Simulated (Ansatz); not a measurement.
CH$_{4}$GaIN$_{2}$ (`N=C(I)[NH][GaH2]`) at its PBE0-D4/def2-TZVP geometry, where that method's forces vanish. Total charge 0; spin multiplicity 1. I takes the def2 core potential.

```xyz
9

N    -1.6556   -0.9547   -0.0204
C    -0.4204   -1.1236   -0.1383
I     0.2419   -3.1287   -0.4960
N     0.6223   -0.2386   -0.0809
Ga    0.5353    1.5942    0.1997
H    -1.9008    0.0216    0.1475
H     1.5260   -0.6661   -0.2116
H     1.9281    2.2823    0.2034
H    -0.8768    2.2136    0.3966
```

Task: What forces (eV/Å) does PBE-D4/def2-TZVPP give on these atoms in the Gaussian-basis code of Ansatz? (Estimate.)

Result: Ansatz gave: 
```
N1  -0.732 -0.159  0.030
C2   0.266 -0.101 -0.039
I3   0.157 -0.378 -0.068
N4   0.082  0.177  0.021
Ga5  0.003  0.255  0.044
H6  -0.136  0.319  0.060
H7   0.362 -0.149 -0.050
H8   0.081  0.021 -0.005
H9  -0.082  0.016  0.006
```
